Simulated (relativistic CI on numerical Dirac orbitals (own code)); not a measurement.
**Mn²⁺ in a cubic cluster: L2,3 absorption with charge transfer**

Computed with a charge-transfer multiplet model of a cubic metal-ligand cluster with up to 2 ligand holes, Slater and spin-orbit integrals from Dirac-Coulomb-Breit ions, Slater integrals scaled by 0.7. The ground state mixes d5 with configurations of k ligand holes L, whose averages lie at kΔ + k(k − 1)U_dd/2; a core hole lowers each added d electron by U_cd. 300 K, Lorentzian 0.4 eV and Gaussian 0.3 eV FWHM.

Atomic integrals in eV (Slater integrals scaled, ζ unscaled), ground: F2dd 7.178, F4dd 4.458, zeta_d 0.037; with the core hole: F2dd 7.764, F4dd 4.828, zeta_d 0.052, zeta_core 6.792, F2cd 4.448, G1cd 3.278, G3cd 1.861.

Cluster parameters (eV): Δ = 4.6, U_cd = 8.2, 10Dq = 0.75, 10Dq(ligand) = 1.3, V(eg) = 2.9, V(t2g) = -1.31, final-state hopping factor = 1.

```tsv
Case	n_d	d5	d6L	d7L2	S
U_dd = 4.9 eV	5.31	0.71	0.27	0.02	2.50
U_dd = 7 eV	5.30	0.72	0.27	0.02	2.50
U_dd = 7.7 eV	5.30	0.72	0.26	0.02	2.50
```

Weights, n_d and S are thermal averages at 300 K. Photon energies count from the first peak over 30 % of the highest in each spectrum, which can be another peak from case to case. The parameters are a model scan and need not match a compound or its usual spin state. Peaks in eV (height, largest 100):
- U_dd = 4.9 eV: 0.0 (49), 1.8 (100), 5.3 (5), 8.9 (9), 10.8 (18), 11.9 (13), 12.6 (21), 13.5 (13)
- U_dd = 7 eV: 0.0 (44), 1.6 (100), 10.9 (16), 12.5 (22), 13.4 (14)
- U_dd = 7.7 eV: 0.0 (43), 1.6 (100), 10.8 (15), 12.4 (22), 13.3 (14)

For the case U_dd = 7 eV, Δ = 4.6 eV is smaller than U_dd = 7 eV, the charge-transfer side of the Zaanen-Sawatzky-Allen scheme. With the core hole the configuration with one ligand hole lies at Δ + U_dd − U_cd = 1.3, 3.4, 4.1 eV from the one without, in the order of the table; where this is negative the screened configuration lies lower, though the effective hopping of about 4.5 eV (from the holes of the mixed ground state) mixes the two strongly wherever it is as large as the gap.
